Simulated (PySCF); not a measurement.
## Calculated data, BGe2H7O

Computed with PySCF 2.14.0. Calculation on a computer-drawn molecule: the log of a Hartree-Fock and frozen-core CCSD(T) single point meant for a local Hartree-Fock minimum, with one planted fault or none, to be diagnosed. Offsets are logged minus clean, where the clean run is the same molecule without the fault. The reference is restricted for singlets and unrestricted otherwise, and also for a bond in bohr or an excited solution. Adding or removing an electron swaps singlet and doublet. The excited solution moves the top pair (singlet) or top alpha electron (doublet) to the lowest empty orbital. Highest occupied and lowest empty are orbital energies over both spins, largest force is the largest gradient component, triples share is (T) over the correlation energy, the T1 limit is 0.02 restricted and 0.045 unrestricted, electrons count all cores, a negative frequency is imaginary (commonest isotopes), and the dipole is about the centre of nuclear charge; on germanium a core potential holds 10 electrons, which the energies leave out, and 3d is frozen in MP2 and coupled-cluster steps.

```json
{"formula": "BGe2H7O", "logged_structure": {"atoms_angstrom": [["Ge", -0.6284, 2.3946, -1.6101], ["B", 0.7169, 1.5279, -0.2292], ["O", 0.4287, 0.5378, 0.623], ["Ge", -1.0459, -0.4329, 0.985], ["H", -0.0993, 2.2421, -3.046], ["H", -0.7766, 3.902, -1.3442], ["H", -2.0451, 1.7884, -1.5826], ["H", 1.8421, 1.9666, -0.2103], ["H", -2.1369, 0.5246, 1.4519], ["H", -1.446, -1.1732, -0.2865], ["H", -0.2199, -2.2314, 3.0697]]}, "given": {"meant_charge": 0, "meant_multiplicity": 1, "meant_basis": "cc-pVDZ", "meant_basis_and_core_potential_on_germanium": "cc-pVDZ-PP ECP10MDF", "logged_electrons": 84, "logged_basis_functions": 109, "logged_SCF_converged": "yes", "logged_spin_squared": 0.8587, "logged_highest_occupied [eV]": -9.7667, "logged_lowest_empty [eV]": 0.89087, "logged_largest_force [hartree/bohr]": 0.0062725, "logged_T1_diagnostic": 0.03948, "logged_D1_diagnostic": 0.18982, "logged_triples_share": 0.031269, "logged_CC_converged": "yes", "logged_dipole_magnitude [debye]": 2.0566, "logged_SCF_stable_within_its_kind": "yes", "logged_energy_HF [hartree]": -690.30507, "logged_energy_CCSD(T) [hartree]": -690.83248, "possible_faults": "no fault, one electron removed, one electron added, multiplicity raised by two, geometry at a saddle point, SCF held on an excited solution, minimal basis STO-3G, one bond length entered in bohr, all coordinates scaled", "drawn_bonds_atom": [1, 2, 3, 1, 1, 1, 2, 4, 4, 4], "drawn_bonds_other_atom": [2, 3, 4, 5, 6, 7, 8, 9, 10, 11], "drawn_bonds_order": [1, 1, 1, 1, 1, 1, 1, 1, 1, 1]}, "results": {"planted_fault": "one bond length entered in bohr, row 10 of the drawn bonds", "HF_energy_offset_from_clean_run [kcal/mol]": 66.83, "CCSD(T)_energy_offset_from_clean_run [kcal/mol]": 74.77}}
```
